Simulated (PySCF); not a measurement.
## Mayer bond orders and bond lengths

Species: C6H6FO2 (charge -1).
SMILES with atom numbers: `[CH2:1]=[C:2]([CH3:3])/[C:4]([F:5])=[CH:6]\[C:7](=[O:8])[O-:9]` (hydrogens: H10, H11 on C1; H12, H13, H14 on C3; H15 on C6)

Geometry (GFN2-xTB, Å), atoms numbered from 1 in this order:
```
atom  x, y, z in Å
C1    -1.523    0.765   -1.532
C2    -0.665    0.253   -0.648
C3    -0.676   -1.197   -0.287
C4     0.332    1.079    0.015
F5     0.268    2.422   -0.382
C6     1.254    0.751    0.908
C7     1.553   -0.657    1.526
O8     2.392   -1.317    0.908
O9     0.936   -0.899    2.566
H10   -2.260    0.149   -2.021
H11   -1.520    1.809   -1.796
H12   -1.456   -1.725   -0.835
H13   -0.838   -1.314    0.783
H14    0.292   -1.644   -0.507
H15    1.907    1.532    1.280
```

Bond orders from the PBE0/pcSseg-1 density (PySCF). Isolated species at its GFN2-xTB geometry (one conformer only). The pcSseg-1 basis has no diffuse functions, a weakness for an anion.

**Question.** Where do the orders between heavy atoms depart from those drawn in the SMILES?

**Answer.** The largest departure is 0.721, at C7–O9 (drawn single, 1.721). Drawn single, order above 1.12: C7–O9 (1.721). Drawn single, order below 0.88: C4–F5 (0.836) and C6–C7 (0.859). The SMILES, with its formal charges, is one Lewis structure only.

**Question.** Set the Mayer orders of the bonds beside their lengths.

**Answer.** 
```json
{"bond": "C1–C2", "drawn as": "double", "length (Å)": "1.334", "Mayer order": "1.897"}
{"bond": "C2–C3", "drawn as": "single", "length (Å)": "1.495", "Mayer order": "1.076"}
{"bond": "C2–C4", "drawn as": "single", "length (Å)": "1.454", "Mayer order": "1.051"}
{"bond": "C4–F5", "drawn as": "single", "length (Å)": "1.402", "Mayer order": "0.836"}
{"bond": "C4–C6", "drawn as": "double", "length (Å)": "1.325", "Mayer order": "1.806"}
{"bond": "C6–C7", "drawn as": "single", "length (Å)": "1.567", "Mayer order": "0.859"}
{"bond": "C7–O8", "drawn as": "double", "length (Å)": "1.234", "Mayer order": "1.721"}
{"bond": "C7–O9", "drawn as": "single", "length (Å)": "1.234", "Mayer order": "1.721"}
{"bond": "C1–H10", "drawn as": "single", "length (Å)": "1.078", "Mayer order": "0.943"}
{"bond": "C1–H11", "drawn as": "single", "length (Å)": "1.077", "Mayer order": "0.934"}
{"bond": "C3–H12", "drawn as": "single", "length (Å)": "1.089", "Mayer order": "0.949"}
{"bond": "C3–H13", "drawn as": "single", "length (Å)": "1.089", "Mayer order": "0.923"}
{"bond": "C3–H14", "drawn as": "single", "length (Å)": "1.089", "Mayer order": "0.923"}
{"bond": "C6–H15", "drawn as": "single", "length (Å)": "1.083", "Mayer order": "0.909"}
```

Bonds between the same two heavy elements. C–C: lowest C6–C7 (0.859, 1.567 Å), highest C1–C2 (1.897, 1.334 Å); in 2 of the 10 pairs the longer bond (by over 0.003 Å) has the higher order (by 0.02 or more). C–O: all 2 within 0.02 of one another (1.721 to 1.721).

**Question.** Sum the orders of all bonds at each heavy atom with more than one neighbour and set the sums beside the valence in the SMILES.

**Answer.** C1 3.774 (drawn 4), C2 4.024 (drawn 4), C3 3.871 (drawn 4), C4 3.693 (drawn 4), C6 3.574 (drawn 4), C7 4.301 (drawn 4). Orders between atoms that aren't bonded are not in these sums.

Mayer orders depend on the basis set.
